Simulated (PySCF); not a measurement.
Two species compared at the same levels of theory.

First species: C6H10ClNSi2.
Numbering: `[Cl:1][CH2:2][SiH2:3][SiH2:4][c:5]1[cH:6][cH:7][cH:8][cH:9][n:10]1` (hydrogens: H11, H12 on C2; H13, H14 on Si3; H15, H16 on Si4; H17 on C6; H18 on C7; H19 on C8; H20 on C9)

Second species: C5H13FSSi.
SMILES with atom numbers: `[CH3:1][CH2:2][S:3][CH2:4][C@H:5]([CH3:6])[SiH2:7][F:8]` (hydrogens: H9, H10, H11 on C1; H12, H13 on C2; H14, H15 on C4; H16 on C5; H17, H18, H19 on C6; H20, H21 on Si7)

Levels: PBE0/pcSseg-1 for dipole moment, HOMO energy, LUMO energy and HOMO–LUMO gap; GFN2-xTB for rotational constant A and rotational constant C. Geometries: GFN2-xTB. Each structure is a single optimised conformer of the isolated species, non-relativistic unless stated. Electronic properties by PySCF.

Dipoles, sizes and rotational constants follow the conformer. The torsions of the flexible species, by atom-mapped SMILES:
- `[Cl:1][CH2:2][SiH2:3][SiH2:4][c:5]1[cH:6][cH:7][cH:8][cH:9][n:10]1`: Cl1–C2–Si3–Si4 -175°, C2–Si3–Si4–C5 -42°, Si3–Si4–C5–C6 168°
- `[CH3:1][CH2:2][S:3][CH2:4][C@H:5]([CH3:6])[SiH2:7][F:8]`: C1–C2–S3–C4 -65°, C2–S3–C4–C5 -71°, S3–C4–C5–C6 -65°, C4–C5–Si7–F8 -54°

Values for the first species:

| Property | Result |
| --- | --- |
| Dipole moment | 4.62 D |
| HOMO energy | -7.53 eV |
| LUMO energy | -1.22 eV |
| HOMO–LUMO gap | 6.31 eV |
| Rotational constant A | 1.464 GHz |
| Rotational constant C | 0.345 GHz |

(1) Estimate the same properties for the second species, and the change in each.

Answers

(1) 
```
             property      first     second  second less first
        dipole moment     4.62 D     1.37 D            -3.25 D
          HOMO energy   -7.53 eV   -6.38 eV           +1.15 eV
          LUMO energy   -1.22 eV    0.19 eV           +1.41 eV
        HOMO–LUMO gap    6.31 eV    6.57 eV           +0.26 eV
rotational constant A  1.464 GHz  1.912 GHz         +0.448 GHz
rotational constant C  0.345 GHz  0.621 GHz         +0.276 GHz
```

On the first: The dipole matches unit charges of opposite sign 0.96 Å apart (1 e·Å = 4.8032 D).

On the second: The dipole equals about 4.6 × 10⁻³⁰ C·m (1 D = 3.33564 × 10⁻³⁰ C·m). A dipole of 1.37 D is allowed in C1, and pure rotational transitions are dipole-allowed.
